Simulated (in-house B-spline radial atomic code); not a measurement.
Results of a calculation; reference values are marked as such.
Ghost states of the separable form: Mo

Mo, [Kr] 4d5 5s1, non-relativistic PBE, spherical and spin-unpolarised, from an all-electron radial atomic-structure program (B-spline basis) (atomic units; all potentials screened as in the neutral atom).

Troullier-Martins channels: 5s (ε = -0.1395, r_c = 2.569 bohr), 4d (ε = -0.1467, r_c = 1.169 bohr). In the Kleinman-Bylander form one channel serves as the local potential, and each other channel l becomes |δV u><u δV|/<u|δV|u>, with δV = V_l − V_local and u the pseudo-orbital. Its strength is E_KB = <u|δV²|u>/<u|δV|u>. By the analysis of Gonze, Stumpf and Scheffler a spurious state lies below the reference level ε if E_KB > 0 and ε is above the second level of the local potential alone, or if E_KB < 0 and ε is above its first. The table's levels are those of angular momentum l in a sphere of 9 bohr, whose wall can lift a shallow ε a little above its free-atom value.

```
local  channel  <u δV u>  <u δV² u>        ε  first local level  second local level
    s        d   -2.0927     9.6367  -0.1466             0.0860              0.3361
    d        s   0.15891    0.48382  -0.1374            -6.6224             -1.1219
```

Q: Apply the rule to each row.

A: Local s, channel d: E_KB = -4.6, so ε = -0.1466 is set against 0.0860: no ghost. Local d, channel s: E_KB = +3.04, so ε = -0.1374 is set against -1.1219: a ghost.

Diagonalising the separable Hamiltonian gives:

| local | channel | three lowest levels | all-electron, two lowest valence levels |
| --- | --- | --- | --- |
| s | d | -0.1465, 0.1253, 0.4338 | -0.1466, 0.1234 |
| d | s | -5.3187, -0.1374, 0.1250 | -0.1374, 0.1271 |

Q: Which choices of local channel are safe?

A: Free of ghosts: s. With d local the s channel has a ghost 5.18 hartree below ε, since the local potential binds more than one state below ε, and a repulsive term of rank one raises each level at most to the next, so it clears only one of them. Among the safe choices the second level, which tests transfer, is off by at most 1.9 millihartree (s local).
